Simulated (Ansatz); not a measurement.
Frontier orbitals of C5H5AgBrN (`[Br][Ag-][n+]1ccccc1`).

```xyz
13

Br    4.613   -1.553   -2.263
Ag    2.555   -0.861   -1.252
N     0.713   -0.241   -0.348
C    -0.377   -1.009   -0.420
C    -1.584   -0.646    0.147
C    -1.669    0.563    0.817
C    -0.541    1.362    0.894
C     0.627    0.924    0.300
H    -0.271   -1.946   -0.953
H    -2.438   -1.305    0.059
H    -2.601    0.877    1.273
H    -0.557    2.315    1.407
H     1.530    1.521    0.338
```

Charge 0, multiplicity 1. Correlated methods include outer-core shells of Ag, Br, which these sets cover unevenly. Scalar relativity is left out up to krypton. Ag takes the def2 core potential. Geometry: relaxed with PBE0-D4/def2-TZVP. It is one conformer, not always the lowest. Basis def2-TZVPP, Ansatz.

```json
{"functional": "PBE", "HOMO (eV)": "-5.23", "LUMO (eV)": "-3.13", "gap (eV)": "2.10"}
{"functional": "PBE0", "HOMO (eV)": "-6.34", "LUMO (eV)": "-2.26", "gap (eV)": "4.08"}
{"functional": "r2SCANh", "HOMO (eV)": "-5.88", "LUMO (eV)": "-2.68", "gap (eV)": "3.20"}
{"functional": "r2SCAN0", "HOMO (eV)": "-6.52", "LUMO (eV)": "-2.19", "gap (eV)": "4.33"}
{"functional": "ωB97M-V", "HOMO (eV)": "-8.51", "LUMO (eV)": "-0.20", "gap (eV)": "8.31"}
{"functional": "HF", "HOMO (eV)": "-8.95", "LUMO (eV)": "1.36", "gap (eV)": "10.31"}
```

A quarter of exact exchange (PBE0) shifts PBE's HOMO by −1.11 eV and its LUMO by +0.87 eV; full exchange at long range (ωB97M-V) shifts them by −3.28 and +2.93 eV. The gap opens from 2.11 to 8.31 eV, since occupied levels lose self-interaction and empty ones feel all the electrons.
